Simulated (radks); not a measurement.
The numbers below are computed, except where a source is named.
Coulomb parameter of the 4f shell of the ytterbium ion Yb2+ in the model configuration [Xe] 4f13 6s1, as a second difference U = [E(n + 0.25) + E(n - 0.25) - 2 E(n)] / (0.25)^2 with all orbitals relaxed. "Bare": the charge of the atom changes with n. "Screened": the 6s shell takes up the change at fixed total charge, which measures U(4f,4f) + U(6s,6s) - 2 U(4f,6s). Code: a radial shooting solver on a logarithmic mesh with Libxc functionals. Model: Dirac Kohn-Sham, BLYP, spin-unpolarised, spherical densities, point nucleus; open shells are shared between the two j in proportion to 2j + 1.

case,configuration,E - E(n) (eV)
start,[Xe] 4f13 6s1,0.000
bare +0.25,[Xe] 4f13.25 6s1,-6.051
bare -0.25,[Xe] 4f12.75 6s1,7.217
screened +0.25,[Xe] 4f13.25 6s0.75,-2.010
screened -0.25,[Xe] 4f12.75 6s1.25,2.506

U(bare) = 18.654 eV, U(screened by 6s) = 7.931 eV.
